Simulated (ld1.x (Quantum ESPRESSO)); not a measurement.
Before and after: ultrasoft potential for Ti

- Element: Ti
- Generator: ld1.x (Quantum ESPRESSO) 7.5
- Type: ultrasoft
- Functional: LDA (PZ)
- Relativity: scalar-relativistic
- Frozen core: [Ne] 3s2
- Valence charge: 10
- Reference configuration: 3p6 3d2 4s1.5 4p0 (charge +0.5)
- Partial waves: 4s (bound): rcut 2.35, rcutus 2.75 bohr; 4s channel at 2.7 Ry: rcut 2.35, rcutus 2.75 bohr; 3p (bound): rcut 1.85, rcutus 2.30 bohr; 4p (bound, empty): rcut 1.85, rcutus 2.30 bohr; 3d (bound): rcut 2.60, rcutus 2.90 bohr; 3d channel at -0.25 Ry: rcut 2.60, rcutus 2.90 bohr
- Local potential: all-electron potential smoothed inside 2.65 bohr (lloc = -1)
- Core correction: Bessel-smoothed model core inside 1.10 bohr
- Augmentation charge: PSQ, radius 1.55 bohr

Change: all radii but the core radius scaled by about 1.35 (s 3.70, p 3.10, d 3.90 bohr, rcut 3.16/2.48/3.50); local potential all-electron potential smoothed inside 3.56 bohr (lloc = -1); augmentation PSQ, radius 2.08 bohr.

Cutoffs: the cutoffs (Ry, on a coarse ladder) from which the occupation-weighted sum of valence levels, in a spherical-Bessel basis at the reference potential, stays within 10 and 1 mRy of its value at 400 Ry; they do not see the model core or the augmentation charge, which bear on the density cutoff. Errors are all-electron minus pseudo energies relative to the spin-unpolarised reference configuration.

**Question.** How do hardness, ghosts and transferability respond?

**Answer.** The potential gets softer (15 Ry and 25 Ry → 8 Ry and 10 Ry); the number of tests that count goes from 8 to 2 (the test run of the changed file stopped, so its transferability is not established); neither file shows a bound ghost at the reference potential, the only one tested. A larger radius leaves more room for a smooth pseudo-wave, so fewer plane waves are needed.

```csv
quantity,base,changed
"cutoff, loose",15 Ry,8 Ry
"cutoff, tight",25 Ry,10 Ry
loose cutoff by channel (10 mRy a level),"s 6 Ry, p 12 Ry, d 8 Ry","s 6 Ry, p 6 Ry, d 6 Ry"
bound ghosts,none,none
"tests counted (converged, no solver errors)",8 of 9,2 of 9 (the test run stopped)
"error for 3p6 3d2 4s2 4p0, meV [ΔE -3.02 eV]",+0.1,+1.4
"error for 3p6 3d2 4s1 4p0, meV [ΔE 4.52 eV]",-0.4,+0.2
lowest overlap eigenvalue by channel,"s 0.79, p 0.81, d 0.36","s 0.10, p 0.83, d 0.09"
```

Base: Tests not counted: 3p6 3d3 4s1 4p0 (solver errors, printed error -1038 eV).
